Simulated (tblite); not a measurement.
Run record: tight-binding relaxation, `COC(C)(C)[S+]C` [radical].

Computed with GFN2-xTB geometry optimisation, gas phase (tblite 0.8.0). Start geometry: from a force field or distance geometry. The input is one job of a driver script: a line of settings, then coordinates in Å.

Command:
```bash
OMP_NUM_THREADS=1 python probes_run.py task.json out
```

Input:
```
{"job": {"kind": "relax", "xc": "GFN2-xTB", "basis": "xTB"}, "charge": 1, "multiplicity": 2}
C     -1.448000     1.403000     0.797900
O     -0.598400     0.316500     1.065100
C     -0.117300    -0.437500    -0.054200
C      0.508800    -1.702400     0.503100
C     -1.263600    -0.844900    -0.998800
S      1.137100     0.478900    -1.034000
C      2.215700     1.070900     0.299400
H     -2.433400     1.055300     0.481900
H     -1.589200     1.964000     1.728600
H     -1.037700     2.082000     0.056800
H      0.945800    -2.343800    -0.269700
H      1.272100    -1.490900     1.263600
H     -0.252000    -2.304900     1.047300
H     -2.065300    -1.334100    -0.451400
H     -0.921700    -1.529000    -1.779400
H     -1.716100     0.022000    -1.495600
H      3.004200     1.692700    -0.127900
H      2.692200     0.228300     0.820900
H      1.657000     1.683300     1.021800
```

Estimate the output.

```
step      E/eV     max force
  0    -643.57450    2.144
  1    -643.68900    1.340
  2    -643.75422    0.500
  3    -643.76853    0.248
  4    -643.77823    0.195
  5    -643.78385    0.255
  6    -643.79017    0.171
  7    -643.79361    0.135
  8    -643.79635    0.119
  9    -643.79844    0.150
... (72 lines left out)
 82    -643.85476    0.012
 83    -643.85480    0.014
 84    -643.85483    0.014
 85    -643.85487    0.013
 86    -643.85489    0.013
 87    -643.85492    0.012
 88    -643.85495    0.011
 89    -643.85499    0.015
 90    -643.85502    0.011
 91    -643.85504    0.008
```

«max force» is the largest atomic force in eV/Å.

From which step on does the largest force stay under 0.1 eV/Å, and how much energy is left to gain from there?

From step 26 (0.092 eV/Å), 22.5 meV above the end.

Main results: energy lowered by 6.5 kcal/mol over 91 steps; largest atomic force 0.008 eV/Å at the end.

The run took 0.75 s of wall time on one thread of an Intel Xeon at 2.60 GHz, shared host with 128 logical CPUs at a one-minute load of 15.
Labels such as C1 count atoms from 1, the log's own numbers from 0.
